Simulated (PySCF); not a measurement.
Input of a run (PBE0-D3(BJ)/def2-SVP geometry optimisation, gas phase (PySCF 2.14.0)), started from GFN2-xTB:
```
{"job": {"xc": "PBE0", "basis": "def2-SVP", "d3": "d3bj", "grid": 1, "maxiter": 40, "shake": 0.03, "kind": "geom"}, "charge": 0, "multiplicity": 1}
P      1.652750     0.248110     0.672780
S      0.769120     1.777240    -0.627490
As    -1.289700     0.974660    -1.253320
As    -1.705300    -0.309740     0.787000
S      0.019660     0.058310     2.019580
As    -0.780880    -1.432140    -1.151190
S      1.426210    -1.418450    -0.515910
```

Output (energies in Eh, forces in Eh/bohr):
```
step   0  E = -8241.09987896  max force = 0.027105
step   1  E = -8241.10658381  max force = 0.011684
step   2  E = -8241.10766390  max force = 0.003650
step   3  E = -8241.10776282  max force = 0.002125
step   4  E = -8241.10779558  max force = 0.000320
step   5  E = -8241.10779527  max force = 0.000142
optimisation converged
```

Q: Summarise the run.

A: The energy falls by 0.215 eV over 6 energy and gradient evaluations, the largest force component goes from 0.0271 to 1.4e-04 Eh/bohr, and the atoms move by 0.059 Å rms after alignment. Among the bonds, P1–S2 and As4–S5 change most and about equally (-0.086 to +0.085 Å). Bonds longer at the end by more than 0.005 Å: 5 of 9; shorter: 4. Among the angles that change most is S2–P1–S5, from 97.4° to 101.9°. The energy never rose by more than 1e-6 Eh on the way. The first step brought 85 % of the lowering.

Q: What are the final bond lengths?

A: P1–S2 2.107 Å, P1–S5 2.108 Å, P1–S7 2.107 Å, S2–As3 2.238 Å, As3–As4 2.475 Å, As3–As6 2.475 Å, As4–S5 2.236 Å, As4–As6 2.473 Å, As6–S7 2.236 Å. Numbering counts from 1 in the input's order; the species is PAs3SSS nortricyclane (As3PS3).

The run used 168 basis functions and 44 SCF cycles in all.

No PBE0-D3(BJ)/def2-SVP frequencies stand behind this structure, so it isn't proved a minimum. The numbers are those of one conformer.
